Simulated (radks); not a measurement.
Spherical quantum dot in the effective-mass picture: electrons in a well V = -V0 / (1 + exp((r - R)/a)) with V0 = 12.4, R = 2.06, a = 0.16, all in effective atomic units (hartree* = m*/eps^2 hartree, bohr* = eps/m* bohr), one dielectric constant everywhere. Method: non-relativistic Kohn-Sham, exchange-only LDA, spin-polarised, spherical densities; computed with a radial shooting solver with Libxc functionals. Levels are named by radial order and angular momentum (1s, 1p, 1d, 2s, ...), and open shells are averaged over m.

N = 11, configuration 1s2 1p6 1d(up 3, down 0). This is the lowest configuration that the search found. Occupied and some empty levels:

| level | occupation | eigenvalue (hartree*) | <r> (bohr*) |
|---|---|---|---|
| 1s up | 1 | -4.2875 | 1.239 |
| 1s down | 1 | -4.1774 | 1.229 |
| 1p up | 3 | -3.4536 | 1.390 |
| 1p down | 3 | -3.3284 | 1.387 |
| 1d up | 3 | -2.2744 | 1.502 |
| 1d down | 0 | -2.1430 | 1.501 |
| 2s up | 0 | -1.2150 | 1.146 |
| 2s down | 0 | -1.1428 | 1.149 |
| 1f up | 0 | -0.81970 | 1.595 |
| 1f down | 0 | -0.68716 | 1.596 |

Energy (hartree*): total -72.9698, kinetic 20.091, external -126.51, Hartree 39.278, exchange-correlation -5.8271.

Electron density:

| r (bohr*) | n(r) (e/bohr*^3) |
|---|---|
| 0.202 | 0.1628 |
| 0.419 | 0.2242 |
| 0.636 | 0.3229 |
| 0.853 | 0.4381 |
| 1.07 | 0.5262 |
| 1.29 | 0.5291 |
| 1.50 | 0.4154 |
| 1.72 | 0.2321 |
| 1.94 | 0.08405 |
| 2.15 | 0.01978 |
| 2.37 | 0.003585 |
| 2.59 | 0.0006038 |
| 2.81 | 0.0001029 |
